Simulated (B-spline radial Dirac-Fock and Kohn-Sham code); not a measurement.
Binding energies of Er⁵⁹⁺ at several levels of theory

System: erbium as Er⁵⁹⁺ in the configuration [He] 2s2 2p5.

The density-functional columns are spherical, spin-unpolarised Dirac-Kohn-Sham results without Breit or QED terms: −ε is minus the orbital energy of the initial state and ΔSCF the difference of two total energies. The reference in the last column comes from Dirac-Fock energy differences between relaxed states, corrected for Breit and QED terms. All numbers are from an atomic code on a B-spline grid, in eV; a selection of levels is shown. The Kohn-Sham columns are given as differences from the reference. For the 1s level of heavy atoms much of the gap between ΔSCF and the reference is the Breit and QED part, -252.7 eV here; for other levels the error of the functional can be larger.

| level | LDA −ε − DF | LDA ΔSCF − DF | Dirac-Fock |
| --- | --- | --- | --- |
| K (1s) | -300.5 | +255.3 | 62782.9 |
| L1 (2s) | -151.1 | -12.9 | 14558.3 |
| L2,3 (2p) | -131.2 | +26.2 | 13547.9 |

Values without a named source are computed, but for edge energies of neutral atoms, which are taken from tables.
